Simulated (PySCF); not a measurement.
# TeF3: one-bond stretch

Level of theory: PySCF, UPBE0, basis Te def2-TZVP with ECP28, F def2-TZVP (scalar-relativistic core potentials, no spin–orbit coupling, density fitting).

Rigid scan from the doublet minimum (Te–F 1.859 Å, Te–F 1.940 Å (×2); F–Te–F 84.0° (×2), F–Te–F 168.0°). Coordinate: the bond from Te to the last atom (F) scaled, the rest fixed. Energies in kJ/mol from the minimum.

**Question.** Predict the curve at 0.92, 0.96, 1.00, 1.05, 1.12, 1.20, 1.35, 1.55, 1.80, 2.20.

**Answer.** 
```csv
scale of one bond,E (kJ/mol),dipole size (D),⟨S²⟩
0.92,31.5,2.55,0.75
0.96,6.8,2.41,0.75
1.00,0.0,2.39,0.75
1.05,8.0,2.52,0.75
1.12,37.3,2.90,0.75
1.20,83.3,3.50,0.75
1.35,176.2,4.64,0.75
1.55,266.9,–,0.76
1.80,308.5,–,0.75
2.20,329.5,–,0.75
```

No spin–orbit coupling is included, which matters more the heavier the element.

Other isomers or separated fragments may lie lower.
